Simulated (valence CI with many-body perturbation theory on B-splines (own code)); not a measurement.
## Ba VII: fill in the table

Method: relativistic CI+MBPT: four valence electrons over a frozen Dirac-Fock core [Kr] 4d10, radial functions for each j: 8 s, 8 p, 9 d, 9 f, 6 g, 3 h, 2 i, with the one-electron correlation potential Σ1 (screened to all orders), the two-electron term Σ2, the three-electron term Σ3, Breit, model QED; selected single and double excitations, second order for the rest, scaled by the run's own slope (own B-spline code, finite nucleus).

Against 25 measured levels this calculation errs by 308 cm⁻¹ on average and by 741 at most. These come from a selection out of Sansonetti and Curry, J. Phys. Chem. Ref. Data 39, 043103 (2010). Levels without a partner in it may be off by more, other configurations by several thousand cm⁻¹. 1 measured level below the end of the list, from 223820 cm⁻¹ on, found no clear computed partner.

```tsv
Level	E (cm⁻¹)
(5s^2 5p1/2^2) J=0	0.0
(5s^2 5p1/2 5p3/2) J=1	15486
(5s^2 5p1/2 5p3/2) J=2	?
(5s^2 5p3/2^2) J=2	42526
(5s^2 5p3/2^2) J=0	61171
(5s 5p1/2^2 5p3/2) J=2	121810
(5s 5p1/2^2 5p3/2) J=1	?
(4f5/2 5s^2 5p1/2) J=3	148930
(5s 5p1/2 5p3/2^2) J=2 [a]	?
(4f7/2 5s^2 5p1/2) J=3	152490
(4f5/2 5s^2 5p1/2) J=2	153800
(4f7/2 5s^2 5p1/2) J=4	154060
(5s 5p1/2 5p3/2^2) J=3	?
(4f5/2 5s^2 5p3/2) J=3	168720
(4f7/2 5s^2 5p3/2) J=4	?
(5s 5p1/2 5p3/2^2) J=0	172340
(4f7/2 5s^2 5p3/2) J=5	?
(5s 5p1/2 5p3/2^2) J=1 [a]	174390
(4f7/2 5s^2 5p3/2) J=3	175340
(5s 5p1/2 5p3/2^2) J=2 [b]	175380
```

Levels are named by their leading jj configuration (3d3/2^4 stands for four electrons in 3d with j = 3/2), which in mixed levels can hold well under half, so a name can repeat and another be missing. Letters in brackets count levels of one name in rising energy.

Problem. The levels stand in rising order. What does the calculation give for the missing energies?

Solution. (5s^2 5p1/2 5p3/2) J=2 21507; (5s 5p1/2^2 5p3/2) J=1 148400; (5s 5p1/2 5p3/2^2) J=2 [a] 150440; (5s 5p1/2 5p3/2^2) J=3 156620; (4f7/2 5s^2 5p3/2) J=4 170980; (4f7/2 5s^2 5p3/2) J=5 173450.
